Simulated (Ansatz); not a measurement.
`FC1=C(S)[SiH2]1` + H₂ → `FC1=C[SiH2]1` + H₂S at 700 K and 1 bar (hydrogenolysis of a C–S bond).

Calculated with Ansatz (gas phase, PBE0-D4/def2-TZVP geometries, no zero-point term in ΔE). CBS: MP2 limit from def2 TZ/QZ plus the TZ coupled-cluster correction, frozen cores. This one scheme is used for every species. One conformer a species, not always the lowest.

```json
{"species": "`FC1=C(S)[SiH2]1`", "CCSD(T)/CBS energy (Eh)": "-864.46619", "H − E (kJ/mol)": "172.3", "S (J/(mol·K))": "426.9"}
{"species": "H₂", "CCSD(T)/CBS energy (Eh)": "-1.17544", "H − E (kJ/mol)": "46.8", "S (J/(mol·K))": "155.3"}
{"species": "`FC1=C[SiH2]1`", "CCSD(T)/CBS energy (Eh)": "-466.68690", "H − E (kJ/mol)": "157.6", "S (J/(mol·K))": "365.0"}
{"species": "H₂S", "CCSD(T)/CBS energy (Eh)": "-398.97279", "H − E (kJ/mol)": "64.8", "S (J/(mol·K))": "236.9"}
```

H − E and S are ideal-gas, rigid-rotor, harmonic terms from PBE0-D4/def2-TZVP, for one conformer and one mirror image of each species. The MP2-based limit puts H₂ 0.8 mEh under its directly extrapolated value; such offsets cancel only in part. 1 Eh = 2625.50 kJ/mol, R = 8.31446 J/(mol·K).

By hand: ΔE, ΔH, ΔS and ΔG.

ΔE = (-466.68690) + (-398.97279) − (-864.46619) − (-1.17544) = -0.01806 Eh = -47.4 kJ/mol. Δ(H − E) = 157.6 + 64.8 − 172.3 − 46.8 = 3.3, so ΔH = -44.1 kJ/mol. ΔS = 365.0 + 236.9 − 426.9 − 155.3 = 19.7 J/(mol·K). ΔG = -44.1 − 700 × (19.7)/1000 = -57.9 kJ/mol.

By hand: the equilibrium constant, and the temperature at which ΔG would vanish if ΔH and ΔS stayed fixed.

log₁₀ K = −ΔG/(RT ln 10) = 4.3. ΔH and −TΔS have one sign here, so there is no such temperature.

ΔH outweighs TΔS. A doubt of 5 kJ/mol in ΔE shifts log₁₀ K by 0.4 here. Other conformers and mirror images would add mixing entropy, several J/(mol·K) or more a flexible species. These are equilibria of isolated gas molecules and say nothing of rates. Largest T1 diagnostic: 0.014 (customary marks: 0.02 for closed shells, 0.045 for open ones).
